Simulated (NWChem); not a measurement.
## Ionisation of C₃H₇Si

```
C
H 1 1.0946
C 1 1.5022 2 124.99
H 3 1.1003 1 116.85 2 16.87
H 3 1.1090 4 108.08 1 129.74
C 1 1.5022 2 124.99 3 159.05
H 6 1.1003 1 116.85 2 -16.87
H 6 1.1090 7 108.08 1 -129.74
Si 3 1.9043 4 121.53 5 131.29
H 9 1.4936 3 112.38 4 25.26
H 9 1.5007 10 109.15 3 136.59
```
Charge 0, spin multiplicity 2.

Program: NWChem. All single points use one geometry, from UPBE0/def2-SVP, a minimum by its harmonic frequencies. It is one conformer; others weren't searched.

Basis set: def2-TZVP. The species with one electron less has spin multiplicity 1 and keeps the geometry of the parent. Δ marks differences of total energies (open shells unrestricted). −ε marks an orbital energy of the parent. That orbital need not have the symmetry of the hole or added electron in the Δ rows. That singlet is a closed-shell solution.

B3LYP has NWChem's definition, with VWN1-RPA local correlation. The structure started from a generated list of species. The unpaired electrons of the parent sit in orbitals of symmetry a' (Cs labels of the run); other states weren't searched. No SCF solution was tested for a lower state.

Question: For the first vertical ionisation energy, −ε(alpha HOMO) of B3LYP gives 5.03 eV and −ε(alpha HOMO) of PBE gives 4.06 eV. What do −ε(alpha HOMO) of BLYP, −ε(alpha HOMO) of BP86, ΔB3LYP give?

Answer: −ε(alpha HOMO) of BLYP: 3.89 eV; −ε(alpha HOMO) of BP86: 4.15 eV; ΔB3LYP: 7.30 eV.
